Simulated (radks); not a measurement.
Task: The mean radii <r> (bohr) of the occupied orbitals of an atom or ion are listed with their occupations. All-electron calculation, scalar-relativistic Kohn-Sham, PBE, spin-polarised, spherical densities, finite nucleus; Fermi nuclear charge, rms radius of each element as measured or else 0.836 A^(1/3) + 0.57 fm. Program: a radial shooting solver on a logarithmic mesh with Libxc functionals.

| orbital | occ. | <r> |
|---|---|---|
| 1s down | 1 | 0.01835 |
| 1s up | 1 | 0.01835 |
| 2s up | 1 | 0.07758 |
| 2s down | 1 | 0.07758 |
| 2p up | 3 | 0.06944 |
| 2p down | 3 | 0.06944 |
| 3s up | 1 | 0.2011 |
| 3s down | 1 | 0.2011 |
| 3p up | 3 | 0.2013 |
| 3p down | 3 | 0.2013 |
| 3d up | 5 | 0.1824 |
| 3d down | 5 | 0.1824 |
| 4s up | 1 | 0.4496 |
| 4s down | 1 | 0.4496 |
| 4p up | 3 | 0.4780 |
| 4p down | 3 | 0.4780 |
| 4d up | 5 | 0.5114 |
| 4d down | 5 | 0.5112 |
| 5s up | 1 | 1.061 |
| 5s down | 1 | 1.056 |
| 5p up | 3 | 1.225 |
| 5p down | 3 | 1.219 |
| 4f up | 7 | 0.6061 |
| 4f down | 7 | 0.6031 |
| 5d up | 2 | 1.660 |

Name the element and its charge. Open shells, if any, are filled with parallel spins first.

Result: Z = 74, tungsten, charge +4: W4+ in [Xe] 4f14 5d2. The 1s radius gives Z: for a bare nucleus <r> = (2 gamma + 1)/(2Z) with gamma = sqrt(1 - (Z/c)^2), 0.01813 bohr for Z = 74, and screening makes it slightly larger (0.01835 here). The occupations add up to 70, and the charge is Z minus that.
